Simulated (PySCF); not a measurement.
Predicted microwave data (PBE0-D3(BJ)/def2-SVP geometry optimisation, gas phase in PySCF 2.14.0) for one isomer of C6H6S2:

| Property | Result |
| --- | --- |
| Rotational constants | A = 5509, B = 678.8, C = 604.4 MHz |
| Dipole components | \|μa\| = 0.00 D, \|μb\| = 0.00 D, \|μc\| = 0.00 D |
| Inertial defect | 0.00 u·Å² |
| κ | -0.97 |

Task: Which structure is it? (One computed conformer of each.)
A. `[SH:1][c:2]1[cH:3][cH:4][cH:5][cH:6][c:7]1[SH:8]` with H–S1–C2–C3 -11°, C6–C7–S8–H 139°
B. `[CH3:1][C:2](=[S:3])[c:4]1[cH:5][cH:6][cH:7][s:8]1` with C1–C2–C4–C5 180°
C. `[SH:1][c:2]1[cH:3][cH:4][c:5]([SH:6])[cH:7][cH:8]1` with H–S1–C2–C3 0°, C4–C5–S6–H -179° (1,4-benzenedithiol)

Result: C. It is Sc1ccc(S)cc1, a near-prolate asymmetric top, point group C2h. The candidates at the same level (rigid rotor, commonest isotopes):

```tsv
SMILES	A (MHz)	B (MHz)	C (MHz)	μa (D)	μb (D)	μc (D)	Δ (u·Å²)	point group	rotor
Sc1ccccc1S	1967	1408	822.9	1.25	1.45	0.77	-1.75	–	asymmetric top
Sc1ccc(S)cc1	5509	678.8	604.4	0.00	0.00	0.00	0.00	C2h	near-prolate asymmetric top
CC(=S)c1cccs1	2983	1055	782.9	2.94	0.93	0.00	-3.17	Cs	asymmetric top
```

`Sc1ccccc1S` has B 107 % too high; `CC(=S)c1cccs1` has B 55 % too high. No structure here is proved a minimum.
